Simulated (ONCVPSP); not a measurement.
## osmium (Os): variants of one ONCV potential

Base potential:

osmium (Os), optimised norm-conserving Vanderbilt (ONCV), made with ONCVPSP 4.0.1 (LDA (Perdew-Zunger), fully relativistic). Core [Kr] 4d10, reference 4f14 5s2 5p6 5d6 6s1.5 (charge +0.5). Waves: 5s+6s: rc 1.85 bohr, ncon 5, nbas 8, qcut 8 1/bohr, 2 projectors; 5p: rc 1.65 bohr, ncon 4, nbas 7, qcut 7.9 1/bohr, 2 projectors, debl 1.4 Ha; 5d: rc 2.20 bohr, ncon 4, nbas 8, qcut 6.9 1/bohr, 3 projectors, debl 1.2 Ha; 4f: rc 1.05 bohr, ncon 4, nbas 8, qcut 19.2 1/bohr, 2 projectors, debl 4 Ha. Local part: polynomial inside 1.05 bohr (lpopt 4, dvloc0 3 Ha). Core correction: none.

Open shells are filled in proportion to 2j + 1.

In the p channel the program set the typed energies aside and used -1.895, 0.250 Ha (j = l + 1/2; the other j can differ).

Cutoffs, loose and tight: the cutoffs (Ha) at which the residual kinetic energy of the hardest occupied pseudo-wave falls to 1 and 0.1 mHa per electron. They do not see the model core or the augmentation charge, which bear on the density cutoff. Test errors are all-electron minus pseudo excitation energies from the reference, over the configurations 4f14 5s2 5p6 5d6 6s2; 4f14 5s2 5p6 5d6 6s1; 4f14 5s2 5p6 5d6 6s0; 4f14 5s2 5p6 5d5 6s2 6p1. A dash means not determined; rows that change the core or the reference have their own tests.

| change | outcome | cutoff, loose | cutoff, tight | bound ghosts | GHOST(+) flags above zero | largest test error (meV) |
| --- | --- | --- | --- | --- | --- | --- |
| base | generated, projector energies reset by the program | 144 Ha | 158 Ha | none | s | -2.4 |
| local potential polynomial inside 1.05 bohr (lpopt 4, dvloc0 -2.5 Ha) | generated, projector energies reset by the program | 144 Ha | 158 Ha | none | s | -2.4 |
| functional PBE | generated, projector energies reset by the program | 144 Ha | 158 Ha | none | s | -3.2 |
| core correction polynomial model core, fcfact 0.5 | generated, projector energies reset by the program | 144 Ha | 158 Ha | none | s | -2.7 |

(1) What comes out with this change to the base: scalar-relativistic?

(2) What comes out with this change to the base: s: qcut 6.9; p: qcut 6.8; d: qcut 6; f: qcut 16.6?

(3) What comes out with this change to the base: s: rc 2.34?

## Answers

(1) outcome: generated, projector energies reset by the program; cutoff, loose: 144 Ha; cutoff, tight: 157 Ha; bound ghosts: none; GHOST(+) flags above zero: s; largest test error (meV): -10.

(2) outcome: generated, projector energies reset by the program; cutoff, loose: 122 Ha; cutoff, tight: 131 Ha; bound ghosts: none; GHOST(+) flags above zero: d5/2; largest test error (meV): -3.2.

(3) outcome: generated, projector energies reset by the program; cutoff, loose: 144 Ha; cutoff, tight: 158 Ha; bound ghosts: none; GHOST(+) flags above zero: none; largest test error (meV): -5.7.
